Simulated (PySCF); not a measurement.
Species: C6H10F (charge +1).
Structure used (GFN2-xTB), in Å, numbered top down from 1:
```xyz
17
C6H10F angstrom
C     -0.971   -0.230    1.337
C     -0.650    0.244   -0.005
C     -1.666    0.959   -0.772
C      0.613    0.038   -0.602
F      0.733    0.542   -1.852
C      1.470   -1.231   -0.351
C      1.939    0.036    0.204
H     -1.312    0.614    1.945
H     -0.164   -0.743    1.850
H     -1.843   -0.890    1.283
H     -1.849    0.446   -1.722
H     -2.598    1.081   -0.229
H     -1.282    1.936   -1.087
H      1.042   -1.990    0.286
H      1.931   -1.606   -1.255
H      2.735    0.566   -0.302
H      1.866    0.238    1.262
```

Computed, not measured: TDDFT B3LYP/def2-SVPD, vertical, gas phase, core orbitals frozen in the response (PySCF 2.14.0, density-fitted response routines).

Transition dipole moments from the ground state, in atomic units and in the frame of the coordinates above (overall signs are arbitrary), for the states with f of 0.002 or more among the lowest 7:

```
state  E (eV)      μx      μy      μz
   S1   5.014   1.375  -0.402  -0.235
   S2   5.078   0.049   0.129   0.057
   S3   6.103  -0.032  -0.103  -0.043
   S4   6.198  -0.611   0.137   0.196
   S5   6.652  -0.047  -0.130  -0.060
   S7   7.121  -0.340   0.488  -0.824
```

(1) What oscillator strength does each state have?

(2) Label these states by symmetry in Cs.

(3) Which bond between heavy atoms lies closest to the direction of the S1 transition dipole?

(4) What angle do the transition dipoles of S4 and S7 make?

(5) How is the summed strength of these states shared among x, y and z?

(6) What peak molar absorption coefficient would the strongest computed level give as a lone Gaussian band 0.4 eV wide at half height?

Results:

(1) f = (2/3) ΔE |μ|² with ΔE in hartree (27.2114 eV).

```json
{"state": "S1", "|μ|² (au)": "2.107", "|μ| (D)": "3.69", "f": "0.259"}
{"state": "S2", "|μ|² (au)": "0.022", "|μ| (D)": "0.38", "f": "0.003"}
{"state": "S3", "|μ|² (au)": "0.013", "|μ| (D)": "0.29", "f": "0.002"}
{"state": "S4", "|μ|² (au)": "0.430", "|μ| (D)": "1.67", "f": "0.065"}
{"state": "S5", "|μ|² (au)": "0.023", "|μ| (D)": "0.38", "f": "0.004"}
{"state": "S7", "|μ|² (au)": "1.033", "|μ| (D)": "2.58", "f": "0.180"}
```

(2) From a totally symmetric ground state, an allowed state transforms like the component of the dipole operator along its μ. Polarised normal to the mirror plane, so A″: S2, S3 and S5. Polarised in the mirror plane, so A′: S1, S4 and S7.

(3) C2–C4, at 17° from it; next C4–C7 and C4–C6 at 44°.

(4) |cos θ| = |μa·μb| / (|μa| |μb|) = 0.17, so θ ≈ 80° (taken between 0 and 90°, since the signs are arbitrary).

(5) (2/3) Σ ΔE μα² gives 0.310 for x, 0.071 for y and 0.132 for z, 0.513 in all.

(6) ε(max) = 2.175×10⁸ f / FWHM, with the width in cm⁻¹. S1: 2.175×10⁸ × 0.2587 / 3226 ≈ 17000 L mol⁻¹ cm⁻¹.

The run took about 1.8 min of CPU time (one thread, shared machine).

One conformer stands for the species.
